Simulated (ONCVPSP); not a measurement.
Varying the ONCV potential for gadolinium

Base potential:

Gd, optimised norm-conserving Vanderbilt (ONCV), made with ONCVPSP 4.0.1 (PBE, scalar-relativistic). Core [Kr] 4d10, reference 4f7 5s2 5p6 5d1 6s2. Waves: 5s+6s: rc 1.95 bohr, ncon 4, nbas 8, qcut 6.8 1/bohr, 2 projectors; 5p: rc 2.45 bohr, ncon 5, nbas 8, qcut 5.3 1/bohr, 3 projectors, debl 1.7 Ha; 5d: rc 2.15 bohr, ncon 4, nbas 8, qcut 4.8 1/bohr, 2 projectors, debl 0.4 Ha; 4f: rc 1.50 bohr, ncon 3, nbas 8, qcut 11.2 1/bohr, 2 projectors, debl 4 Ha. Local part: polynomial inside 1.30 bohr (lpopt 5, dvloc0 0 Ha). Core correction: Teter function fitted to the true core (icmod 2), fcfact 0.55.

Cutoffs, loose and tight: the cutoffs (Ha) at which the residual kinetic energy of the hardest occupied pseudo-wave falls to 1 and 0.1 mHa per electron. They do not see the model core or the augmentation charge, which bear on the density cutoff. Test errors are all-electron minus pseudo excitation energies from the reference, over the configurations 4f7 5s2 5p6 5d1 6s1; 4f7 5s2 5p6 5d1 6s0; 4f7 5s2 5p6 5d0 6s0; 4f7 5s2 5p6 5d1.5 6s1.5. A dash means not determined; rows that change the core or the reference have their own tests. The largest error is taken over the tests solved by every variant that gives reliable tests at all: 4f7 5s2 5p6 5d1 6s0; 4f7 5s2 5p6 5d1 6s1; 4f7 5s2 5p6 5d1.5 6s1.5.

```csv
change,outcome,"cutoff, loose","cutoff, tight",bound ghosts,GHOST(+) flags above zero,largest test error (meV)
base,generated,53 Ha,58 Ha,none,"s, p",-5.5
functional revPBE,generated,53 Ha,58 Ha,none,"s, p",-5.6
d: nproj 3,generated,53 Ha,58 Ha,none,"s, p",-5.5
```

Question: What comes out with this change to the base: s: qcut 6.9; p: qcut 5.4; d: qcut 4.9; f: qcut 11.4?

Answer: outcome: generated; cutoff, loose: 55 Ha; cutoff, tight: 60 Ha; bound ghosts: none; GHOST(+) flags above zero: s, p; largest test error (meV): -5.4.

Question: What comes out with this change to the base: f: qcut 10.1?

Answer: outcome: generated; cutoff, loose: 47 Ha; cutoff, tight: 73 Ha; bound ghosts: none; GHOST(+) flags above zero: s, p; largest test error (meV): -5.6.

Question: What comes out with this change to the base: p: rc 3.48?

Answer: outcome: generated, projector energies reset by the program; cutoff, loose: 53 Ha; cutoff, tight: 58 Ha; bound ghosts: none; GHOST(+) flags above zero: s; largest test error (meV): -7.0.
